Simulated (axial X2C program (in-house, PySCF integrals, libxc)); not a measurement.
Working with the constants of LiSe

A bond curve at the CCSD(T) level, with spin–orbit coupling, was computed with an in-house relativistic program for diatomic molecules (basis Se dyall-cv3z [8s9p6d4f1g], Li dyall-cv3z [7s8p2d] (cores contracted in-house)) for the state Ω = 3/2 (⟨Sz⟩ = 0.50, ⟨Lz⟩ = 1.00 at HF). Its fit gives Re = 2.2998 Å, ωe = 501.0 cm⁻¹, ωexe = 3.01 cm⁻¹ and αe = 4.853e-03 cm⁻¹; the masses are 79.9165 and 7.0160 u. Two-component means X2C with spin–orbit coupling and atomic mean-field Coulomb and Gaunt terms.

Correlated methods: 7 electrons correlated (number of frozen shells: Se 3 s, 2 p, 1 d; Li 1 s), 187 virtual spin orbitals or spinors in MP2, 69 natural virtuals in coupled cluster.

**Question.** Find the reduced mass, Be and the force constant.

**Answer.** From the CCSD(T) values: μ = 6.4498 u. Be = 16.8576/(μ Re²) = 0.4942 cm⁻¹. k = 5.8918×10⁻⁷ μ ωe² = 0.954 mdyn/Å.

**Question.** A Morse curve ties αe to the other constants (Pekeris). How well does that hold?

**Answer.** αe(Morse) = 6Be²/ωe × (√(ωexe/Be) − 1) = 4.293e-03 cm⁻¹; the CCSD(T) curve gives 4.853e-03 cm⁻¹, a ratio of 0.88.

**Question.** Estimate the centrifugal constant by the Kratzer relation.

**Answer.** D = 4Be³/ωe² = 1.92e-06 cm⁻¹.

**Question.** Where do the fundamental and the first overtone lie?

**Answer.** ν(1←0) = ωe − 2ωexe = 495.0 cm⁻¹; ν(2←0) = 2ωe − 6ωexe = 983.9 cm⁻¹.

**Question.** Estimate De from a Morse curve and compare with the computed well depth of 2.734 eV to Se + Li.

**Answer.** De(Morse) = ωe²/(4ωexe) = 2.585 eV against 2.734 eV computed, a ratio of 0.95. For De the Morse form works well here.

The state is one determinant whose occupation by symmetry is held fixed; it was picked as the lowest of a PBE0 search that is not exhaustive. De is counted from the lowest determinant-based energies of the atoms at the same level, without counterpoise correction. Coupled cluster ran in a truncated set of natural virtual spinors; the MP2 energy of the rest was added. (T) has no such correction and the atoms are truncated less, which lowers De at CCSD(T) by a hundredth of an eV or more.
